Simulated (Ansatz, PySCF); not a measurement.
Cl2HMoNS, multiplicity 1. Atoms are numbered in the order given.

```xyz
6

Mo     0.1923    -0.0356     0.0000
N      1.9011    -0.1777     0.0000
H      2.7770    -0.7036     0.0000
S     -0.6127    -1.9888     0.0000
Cl    -0.4222     1.0372     1.9146
Cl    -0.4222     1.0372    -1.9146
```
Charge 0, spin multiplicity 1.

Geometry optimised at B3LYP-D3(BJ)/def2-SVP. The multiplicity is an assumed one; no other spin state was optimised. The structure was generated by enumeration; whether it is a known compound was not checked. The def2 effective core potentials stand for the cores of Mo; spin–orbit coupling is left out.

Vertical ionisation energy (IE) and electron affinity (EA) in eV. Rows of orbital energies are one-electron estimates. Where ΔSCF, EOM or ADC give a negative EA the extra electron is unbound and the value depends on the basis.

```
level                                                                       IE    EA
------------------------------------------------------------------------  ----  ----
−ε(HOMO), −ε(LUMO), B3LYP/def2-TZVP (PySCF)                               7.78  3.76
−ε(HOMO), −ε(LUMO), PBE/def2-TZVP (PySCF)                                    …     …
ΔSCF, CAM-B3LYP/def2-SVPD (Ansatz), final states of multiplicity 2 and 2  9.98  2.38
ΔSCF, PBE/def2-SVPD (Ansatz), final states of multiplicity 2 and 2        9.69  1.76
```

Task: Complete the blanks. (An estimate is asked for; the answer gives what the named calculation found.)

Result: 
- −ε(HOMO), −ε(LUMO), PBE/def2-TZVP (PySCF), IE: 6.83
- −ε(HOMO), −ε(LUMO), PBE/def2-TZVP (PySCF), EA: 4.23

Task: What vertical singlet–triplet gap does ΔSCF give with CAM-B3LYP/def2-SVPD (Ansatz, a first-principles code) and with PBE/def2-SVPD (Ansatz)? (The exact figures need the calculation; the answer reports its results.)

Result: 2.17 and 2.53 eV (triplet above singlet where positive).
